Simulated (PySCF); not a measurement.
# How methods differ on the ionisation energy of Pb

Pb [Xe] 4f14 5d10 6s2 6p2 (3P) → Pb⁺ [Xe] 4f14 5d10 6s2 6p1 (2P), as a difference of total energies. Calculation: PySCF 2.14, in def2-TZVP with the def2 core potential (60 electrons) (6s5p3d2f, 50 functions); a scalar-relativistic core potential. Correlated levels: valence: 5s2 5p6 5d10 frozen. The calculations carry no spin-orbit coupling.

Problem. Order these methods by the ionisation energy they give, lowest first.
A. UHF
B. LDA
C. MN15
D. SCS-MP2 (valence)

Solution. A (6.569 eV), D (6.762 eV), C (7.042 eV), B (7.163 eV).

Spin-orbit coupling is strong in these open shells (close to jj coupling). The scalar numbers leave it out and a first-order estimate fails, so it can dominate the gap to the real levels.

Errors of the correlated levels include the incompleteness of this basis and the frozen core.

For comparison: 7.417 eV (measured; NIST Atomic Spectra Database, ionization energies).
